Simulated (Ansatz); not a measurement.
Geometry optimisation, RKS PBE0/def2-SVP in Ansatz 0.2.0.

Input file:

```yaml
crystal:
  periodic: [false, false, false]
  atoms:
    - { symbol: Sn, position_ang: [0.208906, 0.0, -0.011589] }
    - { symbol: Cl, position_ang: [1.031913, 0.0, 2.227607] }
    - { symbol: H, position_ang: [1.909427, 0.0, -0.234581] }
    - { symbol: H, position_ang: [-0.678823, 1.418514, -0.356519] }
    - { symbol: H, position_ang: [-0.678823, -1.418514, -0.356519] }
basis:
  gaussian: { orbitals: def2-SVP }
hamiltonian:
  xc: pbe0
relax:
  f_tol: 0.03
  max_steps: 50
output:
  orbitals: {}
```

Launched with:

```bash
$ ansatz run input.yaml --threads 1 --pin off --max-ram 2048MiB --backend cpu --events-out ev --progress --plain --runs-dir out
```

Problem. Where does it end, and by what steps?

Solution. The run converged. After 3 steps the energy has fallen by 0.468 eV; H3 moved furthest, 0.44 Å.

```tsv
step	energy less start (eV)	largest force component (eV/Å)	accepted
0	0.0000	1.132	yes
1	-0.3218	0.539	yes
2	-0.4589	0.201	yes
3	-0.4685	0.019	yes
```

```xyz
5
Properties=species:S:1:pos:R:3
Sn 0.326 0.000 0.074
Cl 0.728 0.000 2.400
H 1.862 0.000 -0.670
H -0.562 1.419 -0.268
H -0.562 -1.419 -0.268
```

Whether the end is a true minimum wasn't checked by a vibrational analysis.

The run took 16 s on 1 thread of Arm Neoverse N1 (shared host), peak memory 0.12 GiB.
